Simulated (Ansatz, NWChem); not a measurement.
Ligand exchange: SiH3(OH) + SiH3(InH2) → SiH3(SiH3) + InH2(OH)

Gas-phase species: SiH3(OH) (silanol), singlet; SiH3(InH2), singlet; SiH3(SiH3) (disilane), singlet; InH2(OH), singlet. The partners trade OH for SiH3: Si–OH and In–SiH3 bonds give way to Si–SiH3 and In–OH.

Shapes, held fixed at every level: PBE0-D4/def2-TZVP. Programs: Ansatz 0.2.0. Electronic energies: no zero-point or thermal term.

Question: Estimate ΔE of this reaction.

Answer: The highest level, CCSD(T)/def2-TZVPP, gives ΔE = +69.0 kJ/mol; the levels span +54.4 to +87.0. The column of differences is taken from that level and isn't an error. No measured value is set beside it here. For atoms past krypton def2 sets carry core potentials with scalar relativity. Outer-core shells of In are correlated, in sets that cover them unevenly.

| level | kind | ΔE (kJ/mol) | less CCSD(T)/def2-TZVPP |
| --- | --- | --- | --- |
| HF/def2-SVP | Hartree–Fock | +87.0 | +18.0 |
| SPW92/def2-TZVPP | LDA | +61.3 | -7.7 |
| PBE-D4/def2-TZVPP | GGA | +54.4 | -14.6 |
| wB97M-V/def2-TZVPP | range-separated hybrid | +73.9 | +4.9 |
| wB97X-V/def2-TZVPP | range-separated hybrid | +66.1 | -2.9 |
| MP2/def2-TZVPP | perturbation theory | +73.3 | +4.3 |
| CCSD/def2-SVP | coupled cluster or CI | +66.5 | -2.5 |
| CCSD(T)/def2-TZVPP | coupled cluster or CI | +69.0 | 0.0 |
